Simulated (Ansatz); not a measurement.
Cost and result up the ladder for Ge(vinyl)H3 (C₂H₆Ge) (9 atoms). The state is a singlet with charge 0. Geometry: B3LYP-D4/def2-TZVP.

Cartesian coordinates in Å:
```
C 0.0872 -0.7052 -0.2864
C 0.5509 -1.2199 0.8477
Ge -0.4297 1.1635 -0.4819
H -0.0091 -1.3511 -1.1553
H 0.6708 -0.6221 1.7453
H 0.8343 -2.2644 0.9307
H -0.2388 1.8709 0.8717
H -1.9032 1.2738 -0.9195
H 0.4375 1.8546 -1.5524
```

Ansatz on 2 threads of Arm Neoverse V2 on a shared host. Times are rough, and most runs start from the orbitals of an earlier one. r2SCAN0-D4/def2-TZVP serves as the yardstick here, not as an exact answer. Differences are given only for rows in sets of like size (and for xTB, whose basis is part of the method), since another set adds its own error. Binding counts from free atoms at the same level (C triplet, Ge triplet, H doublet; other spins of the atoms weren't run), without zero-point energy or a counterpoise term.

LC-ωPBE has ω = 0.4 bohr⁻¹. Correlated methods freeze 11 core orbitals; core or outer-core shells of Ge are correlated, in sets that lack core-valence functions. Another isomer (singlet) lies 0.30 eV lower at PBE0-D4/def2-TZVP; other spin states weren't run for this one.

Correlated methods converge slowly with the basis.

```json
{"level": "PBE-D4/def2-SVP", "functions": "90", "wall time": "1 s", "binding energy per atom (eV)": "3.62", "difference from r2SCAN0-D4/def2-TZVP (eV)": "–"}
{"level": "PBE0-D4/def2-SVP", "functions": "90", "wall time": "1.4 s", "binding energy per atom (eV)": "3.59", "difference from r2SCAN0-D4/def2-TZVP (eV)": "–"}
{"level": "BLYP-D4/def2-TZVP", "functions": "146", "wall time": "1.8 s", "binding energy per atom (eV)": "3.55", "difference from r2SCAN0-D4/def2-TZVP (eV)": "0.01"}
{"level": "PBE-D4/def2-TZVP (with forces)", "functions": "146", "wall time": "2.1 s", "binding energy per atom (eV)": "3.60", "difference from r2SCAN0-D4/def2-TZVP (eV)": "0.06"}
{"level": "LC-ωPBE/def2-TZVP", "functions": "146", "wall time": "2.1 s", "binding energy per atom (eV)": "3.54", "difference from r2SCAN0-D4/def2-TZVP (eV)": "0.00"}
{"level": "PBE0-D4/def2-TZVP", "functions": "146", "wall time": "2.4 s", "binding energy per atom (eV)": "3.57", "difference from r2SCAN0-D4/def2-TZVP (eV)": "0.03"}
{"level": "r2SCAN-D4/def2-TZVP", "functions": "146", "wall time": "3.9 s", "binding energy per atom (eV)": "3.58", "difference from r2SCAN0-D4/def2-TZVP (eV)": "0.04"}
{"level": "r2SCAN0-D4/def2-TZVP", "functions": "146", "wall time": "4.1 s", "binding energy per atom (eV)": "3.54", "difference from r2SCAN0-D4/def2-TZVP (eV)": "0.00"}
{"level": "CCSD(T)/def2-TZVP", "functions": "146", "wall time": "26 s", "binding energy per atom (eV)": "3.47", "difference from r2SCAN0-D4/def2-TZVP (eV)": "-0.07"}
```
